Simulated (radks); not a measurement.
Values are calculated unless marked as measured or tabulated.
Ta, configuration [Xe] 4f14 5d3 6s2.

Level of theory: Dirac Kohn-Sham, LDA (Slater exchange, Perdew-Wang correlation), spin-unpolarised, spherical densities, point nucleus; open shells are shared between the two j in proportion to 2j + 1 (a radial shooting solver on a logarithmic mesh with Libxc functionals).

Energy parts (hartree):
part                       energy
total                 -15616.6482
kinetic                17530.3086
electron-nucleus      -38961.9910
Hartree                 6123.0413
exchange-correlation    -308.0071

Orbitals (lengths in bohr, moments of r in powers of bohr; r(max) is where P^2 peaks):
| orbital | occ. | eigenvalue (hartree) | r(max) | <r^2> | small-component weight |
|---|---|---|---|---|---|
| 1s1/2 | 2 | -2470.372 | 0.01168 | 0.0004792 | 7.55e-02 |
| 2s1/2 | 2 | -424.1986 | 0.06709 | 0.007323 | 1.71e-02 |
| 2p1/2 | 2 | -405.5091 | 0.04993 | 0.005236 | 1.71e-02 |
| 2p3/2 | 4 | -358.8776 | 0.05667 | 0.006439 | 1.55e-02 |
| 3s1/2 | 2 | -97.15109 | 0.1891 | 0.04794 | 5.60e-03 |
| 3p1/2 | 2 | -88.83287 | 0.1771 | 0.04403 | 5.55e-03 |
| 3p3/2 | 4 | -78.79670 | 0.1910 | 0.05066 | 5.08e-03 |
| 3d3/2 | 4 | -64.71307 | 0.1496 | 0.03935 | 4.97e-03 |
| 3d5/2 | 6 | -62.52535 | 0.1535 | 0.04117 | 4.84e-03 |
| 4s1/2 | 2 | -19.78166 | 0.4294 | 0.2381 | 1.84e-03 |
| 4p1/2 | 2 | -16.35444 | 0.4294 | 0.2460 | 1.75e-03 |
| 4p3/2 | 4 | -14.03492 | 0.4589 | 0.2823 | 1.57e-03 |
| 4d3/2 | 4 | -8.39540 | 0.4563 | 0.3099 | 1.38e-03 |
| 4d5/2 | 6 | -7.96931 | 0.4657 | 0.3238 | 1.33e-03 |
| 4f5/2 | 6 | -0.95410 | 0.4379 | 0.5115 | 9.13e-04 |
| 4f7/2 | 8 | -0.88112 | 0.4430 | 0.5308 | 8.92e-04 |
| 5s1/2 | 2 | -2.68360 | 0.9884 | 1.363 | 4.01e-04 |
| 5p1/2 | 2 | -1.68746 | 1.064 | 1.690 | 3.25e-04 |
| 5p3/2 | 4 | -1.36266 | 1.151 | 2.008 | 2.77e-04 |
| 5d3/2 | 1.2 | -0.15245 | 1.557 | 5.880 | 1.08e-04 |
| 5d5/2 | 1.8 | -0.13072 | 1.613 | 6.523 | 9.87e-05 |
| 6s1/2 | 2 | -0.20633 | 2.750 | 12.28 | 4.48e-05 |
| 6p1/2 | 0 | -0.06691 | 3.600 | 23.59 | 2.25e-05 |
| 6p3/2 | 0 | -0.04992 | 3.994 | 29.13 | 1.81e-05 |
| 7s1/2 | 0 | -0.00230 | 9.506 | 272.9 | 2.87e-06 |

The highest occupied level is 5d5/2 at -3.557 eV. For comparison, the ionisation energy in NIST's Atomic Spectra Database is 7.550 eV (measured). In exact Kohn-Sham theory the highest level is minus the ionisation energy, but local and semilocal functionals leave it too shallow, through self-interaction and a potential that decays too fast; potentials with the right tail come closer. Summed over all electrons, <r^2> = 70.94 bohr^2, which gives a Langevin (diamagnetic) susceptibility term of -56.2 x 10^-6 cm^3/mol.

Beside tabulated values, note that spin-unpolarised runs miss the spin-polarisation part of the exchange energy of open shells.
